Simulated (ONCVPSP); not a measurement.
## Pseudopotential generation for gadolinium: ONCV, PBE, scalar-relativistic.

gadolinium, optimised norm-conserving Vanderbilt (ONCV), made with ONCVPSP 4.0.1 (PBE, scalar-relativistic). Core [Kr], reference 4d10 4f6.5 5s2 5p6 5d1.5 6s2. Waves: 5s+6s: rc 2.20 bohr, ncon 4, nbas 6, qcut 5 1/bohr, 3 projectors, debl 3.2 Ha; 5p: rc 2.00 bohr, ncon 5, nbas 8, qcut 5.6 1/bohr, 3 projectors, debl 3.1 Ha; 4d+5d: rc 0.95 bohr, ncon 5, nbas 9, qcut 16.9 1/bohr, 3 projectors, debl 0.7 Ha; 4f: rc 0.85 bohr, ncon 4, nbas 9, qcut 16.4 1/bohr, 2 projectors, debl 3.5 Ha. Local part: polynomial inside 0.85 bohr (lpopt 5, dvloc0 0 Ha). Core correction: polynomial model core, fcfact 0.45.

All-electron outer shells of the reference configuration (PBE, scalar-relativistic, ld1.x):

```csv
shell,level (eV),outermost node (bohr),outermost maximum (bohr)
4p,-280.32,0.29,0.54
4d,-151.48,0.27,0.56
5s,-51.54,0.65,1.20
5p,-28.68,0.70,1.34
4f,-11.89,–,0.56
6s,-4.28,1.59,3.33
5d,-3.06,0.79,1.90
```

Question: Does the generator finish with these settings?

Answer: Yes, a potential is produced and its reference levels are reproduced.

Question: Estimate the cutoffs (Ha) at which the residual kinetic energy of the hardest occupied pseudo-wave falls to 1 and 0.1 mHa per electron.

Answer: 161 Ha and 464 Ha.

Question: Does the potential have ghost states?

Answer: Ghosts flagged at negative energy: s at -167.0 eV; GHOST(+) flagged for p at 147.3 eV. A true bound ghost makes a file unfit for plane-wave use.

Question: Which valence shell sets the plane-wave cutoff?

Answer: 4f: 161 Ha for 1 mHa per electron, against 106 Ha for 4d.

Question: Tests: 4d10 4f7 5s2 5p6 5d1 6s2; 4d10 4f7 5s2 5p6 5d1 6s1; 4d10 4f7 5s2 5p6 5d1 6s0; 4d10 4f7 5s1 5p6 5d1 6s2. Which has the largest error in its energy relative to the reference configuration, and how large is it?

Answer: 4d10 4f7 5s1 5p6 5d1 6s2, with +29 meV (all-electron minus pseudo) on +51.56 eV.
